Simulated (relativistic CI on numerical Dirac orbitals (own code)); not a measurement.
**Electric-dipole transitions in Co¹⁸⁺**

These numbers are calculated, not measured: Dirac-Coulomb-Breit CI, orbitals from a KLI potential per configuration, model QED (radiative potential, 1s self-energy scaled to tabulated hydrogen-like ionisation energies), unscaled Slater integrals (own radial code, finite nucleus).

Configuration list (outside the closed core 1s2): 2s2.2p5, 2s.2p6, 2p6.3s, 2p6.3p, 2s2.2p4.3s, 2p6.3d, 2s2.2p4.3p, 2s2.2p4.3d, 2s.2p5.3s, 2s.2p5.3p, 2s.2p5.3d, 2s2.2p4.4s, 2s2.2p4.4p, 2s2.2p4.4d, 2s2.2p4.4f, 2s.2p5.4s. Levels of other configurations are missing.

```
λ vac (Å)                    Lower                      Upper   A (s⁻¹)        gf  Branching (%)
   10.286      2s2.2p5 2P°_3/2 [1]    2s2.2p4.4d 2D_5/2 [180]  4.50e+12  4.29e-01           83.6
   10.372      2s2.2p5 2P°_3/2 [1]    2s2.2p4.4d 2D_5/2 [163]  5.84e+12  5.65e-01           86.8
   10.404      2s2.2p5 2P°_1/2 [2]    2s2.2p4.4d 2D_3/2 [181]  6.81e+12  4.42e-01           73.1
   10.475      2s2.2p5 2P°_3/2 [1]    2s2.2p4.4d 2D_5/2 [140]  5.75e+12  5.68e-01           86.7
   12.875      2s2.2p5 2P°_1/2 [2]     2s2.2p4.3d 2D_3/2 [61]  1.89e+13  1.88e+00           99.6
   12.882      2s2.2p5 2P°_3/2 [1]     2s2.2p4.3d 2D_3/2 [57]  5.36e+12  5.34e-01           25.4
   12.902        2s.2p6 2S_1/2 [3]    2s.2p5.3d 2P°_1/2 [106]  2.61e+13  1.30e+00           99.4
   12.921        2s.2p6 2S_1/2 [3]    2s.2p5.3d 2P°_3/2 [105]  1.67e+13  1.67e+00           99.1
   12.929      2s2.2p5 2P°_3/2 [1]     2s2.2p4.3d 2D_5/2 [56]  2.47e+13  3.71e+00          100.0
   12.941      2s2.2p5 2P°_3/2 [1]     2s2.2p4.3d 2P_3/2 [55]  2.31e+13  2.32e+00           86.3
   12.983      2s2.2p5 2P°_3/2 [1]     2s2.2p4.3d 2S_1/2 [53]  1.81e+13  9.16e-01           85.8
   13.074      2s2.2p5 2P°_1/2 [2]     2s2.2p4.3d 2P_1/2 [58]  2.70e+13  1.38e+00           83.3
   13.086      2s2.2p5 2P°_3/2 [1]     2s2.2p4.3d 2D_5/2 [49]  8.51e+12  1.31e+00           99.9
   13.088      2s2.2p5 2P°_1/2 [2]     2s2.2p4.3d 2D_3/2 [57]  1.58e+13  1.62e+00           74.6
   13.242      2s2.2p5 2P°_3/2 [1]     2s2.2p4.3d 2F_5/2 [41]  5.99e+12  9.44e-01           99.8
   13.261        2s.2p6 2S_1/2 [3]    2s.2p5.3d 2P°_3/2 [102]  1.83e+13  1.93e+00           99.4
   13.263      2s2.2p5 2P°_3/2 [1]     2s2.2p4.3d 4P_3/2 [40]  4.50e+12  4.74e-01           90.1
   13.387        2s.2p6 2S_1/2 [3]    2s.2p5.3d 2P°_1/2 [100]  1.58e+13  8.51e-01           99.3
   39.311    2s2.2p4.3s 4P_5/2 [4]   2s2.2p4.4p 4D°_7/2 [117]  3.66e+11  6.79e-01           78.8
   41.672  2s2.2p4.3p 4P°_5/2 [12]    2s2.2p4.4d 4D_7/2 [131]  4.91e+11  1.02e+00           54.5
   41.765  2s2.2p4.3p 2F°_5/2 [25]    2s2.2p4.4d 2G_7/2 [174]  7.94e+11  1.66e+00           88.8
   42.106  2s2.2p4.3p 2D°_5/2 [15]    2s2.2p4.4d 2F_7/2 [137]  7.91e+11  1.68e+00           88.8
   42.172  2s2.2p4.3p 4D°_5/2 [22]    2s2.2p4.4d 4F_7/2 [160]  8.78e+11  1.87e+00           97.9
   42.190  2s2.2p4.3p 4D°_7/2 [14]    2s2.2p4.4d 4F_9/2 [136]  8.90e+11  2.37e+00           99.6
   42.193  2s2.2p4.3p 2F°_7/2 [26]    2s2.2p4.4d 2G_9/2 [175]  8.96e+11  2.39e+00           99.7
   47.254   2s2.2p4.3d 4D_5/2 [31]   2s2.2p4.4f 4F°_7/2 [144]  1.21e+12  3.24e+00           60.5
   47.269   2s2.2p4.3d 4D_7/2 [32]   2s2.2p4.4f 4F°_9/2 [145]  1.62e+12  5.41e+00           80.0
   47.278   2s2.2p4.3d 2D_5/2 [60]   2s2.2p4.4f 2F°_7/2 [200]  2.00e+12  5.36e+00           97.5
   47.364   2s2.2p4.3d 4D_3/2 [33]   2s2.2p4.4f 4F°_5/2 [146]  1.01e+12  2.04e+00           49.7
   47.625   2s2.2p4.3d 2G_7/2 [50]   2s2.2p4.4f 2H°_9/2 [183]  1.89e+12  6.42e+00           95.5
   47.632   2s2.2p4.3d 4F_3/2 [42]   2s2.2p4.4f 4G°_5/2 [166]  1.47e+12  3.00e+00           73.3
   47.654   2s2.2p4.3d 4F_5/2 [44]   2s2.2p4.4f 2F°_7/2 [167]  1.51e+12  4.11e+00           75.4
   47.671   2s2.2p4.3d 2G_9/2 [51]  2s2.2p4.4f 2H°_11/2 [185]  1.97e+12  8.06e+00          100.0
   47.702   2s2.2p4.3d 4F_7/2 [45]   2s2.2p4.4f 4G°_9/2 [169]  1.91e+12  6.51e+00           95.7
   47.780   2s2.2p4.3d 4F_9/2 [35]  2s2.2p4.4f 4G°_11/2 [148]  1.97e+12  8.08e+00          100.0
   47.857   2s2.2p4.3d 2D_3/2 [61]   2s2.2p4.4f 2F°_5/2 [199]  1.73e+12  3.56e+00           84.8
   48.069   2s2.2p4.3d 2F_7/2 [36]   2s2.2p4.4f 2G°_9/2 [147]  1.91e+12  6.62e+00           97.5
   48.081   2s2.2p4.3d 2F_5/2 [52]   2s2.2p4.4f 2F°_7/2 [191]  1.17e+12  3.25e+00           58.4
   48.116   2s2.2p4.3d 4P_5/2 [47]   2s2.2p4.4f 4D°_7/2 [173]  1.69e+12  4.68e+00           84.9
   48.367   2s2.2p4.3d 2F_7/2 [54]   2s2.2p4.4f 2G°_9/2 [192]  1.62e+12  5.67e+00           82.6
   48.782   2s2.2p4.3d 2D_5/2 [49]   2s2.2p4.4f 4G°_7/2 [170]  9.80e+11  2.80e+00           49.9
   49.146   2s2.2p4.3d 2F_5/2 [41]   2s2.2p4.4f 2F°_7/2 [150]  1.27e+12  3.67e+00           65.0
   289.10  2s2.2p4.3p 4D°_7/2 [14]     2s2.2p4.3d 4F_9/2 [35]  8.56e+09  1.07e+00          100.0
   331.85    2s2.2p4.3s 4P_5/2 [4]    2s2.2p4.3p 4D°_7/2 [14]  6.23e+09  8.23e-01           97.6
   347.45    2s2.2p4.3s 2D_5/2 [9]    2s2.2p4.3p 2F°_7/2 [26]  5.40e+09  7.82e-01           80.2
```

Terms are leading LS components. Brackets give the number of a level in order of energy, since labels repeat. The list gives strong lines, with weight on those to low levels, without lines whose two gauges differ by over a factor of 2.5, among the lowest 200 of 207 levels, so that lines to higher ones, which can be the strongest, are missing. Levels whose partners in the same complex of configurations lie outside the list can be far off, and so can their lines. Rates are taken at the computed energies, electric ones in the length gauge.

At this charge energies of transitions that change n are usually good to better than 1 %, and those within a shell (Δn = 0) to a few per cent.

LS names give the leading component of a level, which can be under half, so a name can repeat, a term be missing and a line seem to break the LS rules.
